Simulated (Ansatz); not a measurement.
CH5GaSSi (`[SiH3][GaH][CH]=S`). Charge 0, multiplicity 1. Correlated methods include outer-core shells of Ga, which these sets cover unevenly. Scalar relativity is left out up to krypton.

| atom | x (Å) | y (Å) | z (Å) |
| --- | --- | --- | --- |
| Si1 | -0.533 | 1.239 | -1.022 |
| Ga2 | -0.561 | -0.737 | 0.335 |
| C3 | 1.021 | -1.017 | 1.483 |
| S4 | 1.813 | -1.769 | 0.280 |
| H5 | -1.467 | 2.265 | -0.475 |
| H6 | 0.832 | 1.831 | -1.050 |
| H7 | -0.951 | 0.956 | -2.423 |
| H8 | -1.623 | -1.884 | 0.403 |
| H9 | 1.469 | -0.884 | 2.467 |

(1) Give the diagnostics of a CCSD(T)/def2-TZVPP run (frozen core, the Gaussian-basis code of Ansatz). (Estimate.)

Results:

(1) The calculation gave: T1 = 0.0180, largest single amplitude 0.044, largest double 0.079, (T) share of the correlation energy 4.7 %, 11 CCSD cycles. The RHF solution is unstable towards an unrestricted one. T1 lies under the customary mark of 0.02 for closed shells.
